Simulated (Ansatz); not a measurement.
C2H3BN, SMILES `[C-]#[N+][B-]C` (singlet; the order of the spin states depends on the level) (charge -1, multiplicity 1). This singlet lies 0.27 eV below the relaxed triplet at the level B3LYP/aug-cc-pVTZ // B3LYP-D3(BJ)/def2-TZVPD (Ansatz, a program for electronic structure); other levels give the other order.

Computed with r2SCAN/aug-cc-pVTZ // B3LYP-D3(BJ)/def2-TZVPD run with Ansatz.

Ansatz 0.2 input:
```yaml
crystal:
  periodic: [false, false, false]
  atoms:
    - { symbol: C, position_ang: [2.614285, 0.045836, -0.246845] }
    - { symbol: N, position_ang: [1.528911, -0.378762, -0.06694] }
    - { symbol: B, position_ang: [0.237176, -1.002785, 0.167716] }
    - { symbol: C, position_ang: [-0.902608, 0.105099, 0.060929] }
    - { symbol: H, position_ang: [-1.917284, -0.260433, 0.214195] }
    - { symbol: H, position_ang: [-0.854153, 0.590111, -0.929939] }
    - { symbol: H, position_ang: [-0.706328, 0.900935, 0.800882] }
basis:
  gaussian: { orbitals: aug-cc-pVTZ }
hamiltonian:
  xc: r2scan
total_charge: -1
```

Output:

```
Functional definition: r2SCAN
1026 factors; their error is unknown
mean field evaluation 1: about -4280.9046 eV, gradient 4.7e1 eV
mean field evaluation 2: about -4262.2351 eV, gradient 7.8e1 eV
mean field evaluation 4: about -4286.0375 eV, gradient 8.6e0 eV
mean field evaluation 8: about -4286.3293 eV, gradient 2.1e-1 eV
mean field evaluation 16: about -4286.3032 eV, gradient 1.1e-3 eV
mean field -4286.30323572 eV, -157.5187385522 hartree, gradient 6.4e-5 eV, S^2 0.000000; 1 other end points of the search recorded, 0 dependent functions left out
reference -4286.30325308 eV, -157.5187391898 hartree; 14, 14 occupied and 239, 239 virtual orbitals, 1026 factors
Total energy: -4286.30325308 eV, -157.5187391898 hartree
```
